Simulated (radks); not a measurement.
The numbers below are computed, except where a source is named.
Task: These are the eigenvalues of the occupied orbitals of an atom or ion with whole-number occupations (hartree). Level of theory: scalar-relativistic Kohn-Sham, PBE, spin-polarised, spherical densities, finite nucleus; Fermi nuclear charge, rms radius of each element as measured or else 0.836 A^(1/3) + 0.57 fm (a radial shooting solver on a logarithmic mesh with Libxc functionals).

orbital  eigenvalue
1s up     -434.0550
1s down   -433.9994
2s up     -57.68876
2s down   -57.65218
2p up     -51.00777
2p down   -50.94914
3s up      -9.80374
3s down    -9.66493
3p up      -7.70409
3p down    -7.56805
3d up      -4.22320
3d down    -4.10714
4s up      -2.25585
4s down    -2.21348
4f up      -0.51746

Which element is it, and in what charge state? The configuration may be excited. Open shells, if any, are filled with parallel spins first.

Result: Z = 33, arsenic, charge +3: As3+ in [Ne] 3s2 3p4 3d10 4s2 4f2. The list shows which subshells hold electrons but not how many an open one holds; the 1s level, -434.05 hartree, gives Z - s = 29.5 by -(Z - s)^2/2, which with screening and relativity narrows Z to a few neighbours, and the depths of the outer levels then fix element, charge and occupations together.
